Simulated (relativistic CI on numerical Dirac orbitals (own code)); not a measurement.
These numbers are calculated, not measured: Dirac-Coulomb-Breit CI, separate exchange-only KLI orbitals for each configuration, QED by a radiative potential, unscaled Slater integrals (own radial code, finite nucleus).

The strongest absorption lines from the ground level of an ion, among the configurations computed and to levels below about 442 eV (vacuum wavelength in Å, gf): 56.050 (0.19), 58.193 (0.19), 59.955 (5.1), 60.213 (3.4), 60.322 (2), 79.258 (1.8), 80.736 (1.1), 81.631 (0.59).

Q: Which ion is it?
A. Er32+
B. W40+
C. Er34+
D. Tb31+

A: C. Er34+ has 34 electrons and the ground level 4s²4p⁴ ³P2; the strongest line goes to 4s²4p³4d ³D°3. The pattern of lines fixes the number of electrons, and along that sequence the line energies rise steadily with the charge (about as its square where n changes within one kind of shell, about linearly where n is kept but much faster in heavy ions where fine structure, which grows about as Z⁴, sets the gap, and irregularly where shells cross), which fixes Z. Configurations outside the model, such as inner-shell arrays, can give stronger lines. At this charge energies of transitions that change n are usually good to better than 1 %, and those within a shell (Δn = 0) to a few per cent.

LS names give the leading component of a level, which can be under half, so a name can repeat, a term be missing and a line seem to break the LS rules.
